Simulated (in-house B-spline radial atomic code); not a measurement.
A run on P (an excited or competing configuration) that did not converge. Method: scalar-relativistic (X2C) wB97X, spin-polarised, spherical fractional occupations, exact exchange averaged over the configuration, Fermi nucleus of rms radius 3.1889 fm; computed with an all-electron radial atomic-structure program (B-spline basis).

Command:
```bash
python run_scf.py task.json out
```
Settings (nuclear radius in fm, mass in u):
```
Z                15
configuration    [He] 2s2 2p5 3s2 3p3 3d1
hamiltonian      x2c
method           wb97x
spin_polarised   True
nucleus          fermi
rms_radius       3.1889
atomic_mass      30.97376
speed_of_light   137.035999084
exact_exchange   averaged over the configuration
```

First and last ten iterations of the last attempt (damped for 15 steps, keeping 80 % of the old Fock matrix, then DIIS):
```
 iter        energy (Eh)    residual
    1        -334.054072    2.40e-01
    2        -336.256813    1.20e-01
    3        -336.629598    8.54e-02
    4        -336.830040    6.17e-02
    5        -336.938775    4.35e-02
    6        -336.998331    3.23e-02
    7        -337.031197    2.37e-02
    8        -337.049375    1.68e-02
    9        -337.059385    1.16e-02
   10        -337.064857    7.86e-03
  111        -337.072410    3.26e-06
  112        -337.072410    4.48e-07
  113        -337.072410    3.69e-07
  114        -337.072410    7.50e-07
  115        -337.072410    5.91e-07
  116        -337.072410    5.47e-07
  117        -337.072410    5.08e-07
  118        -337.072410    4.89e-07
  119        -337.072410    4.69e-07
  120        -337.072410    4.08e-07
 not converged after 120 iterations
```

The smallest residual met was 3.5e-07; the threshold is about 1e-07. Over the last five steps the energy moves by less than 1e-08 hartree, but the orbitals didn't meet the threshold. Cost of the run: 17 s on 1 thread of Intel(R) Xeon(R) Platinum 8488C (shared host).
